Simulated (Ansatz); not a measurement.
Basis-set extrapolation for `C=NC(F)O[SiH3]` (PBE0-D4/def2-TZVP geometry, frozen core, the Gaussian-basis code of Ansatz). Multiplicity 1, RHF reference.

```csv
,def2-TZVPP,def2-QZVPP
HF,-597.067524,-597.090669
MP2 correlation,-1.128707,-1.216370
CCSD(T) correlation,-1.212121,not run
```

Energies in hartree. Use E(X) = E(∞) + A·exp(−7.88·√X) for Hartree–Fock and E(X) = E(∞) + B·X^(−2.97) for correlation, with X = 3 and 4, and add CCSD(T) minus MP2 of the smaller set to the MP2 limit.

What is the CCSD(T) energy at the basis-set limit?

HF limit: -597.090669 + (-0.023145) × 0.13774 = -597.09386. MP2 limit: -1.216370 + (-0.087663) × 0.74074 = -1.28131. Higher-order term: -1.212121 − (-1.128707) = -0.08341. Total: -598.45858 hartree, 469.8 kJ/mol below CCSD(T)/def2-TZVPP.
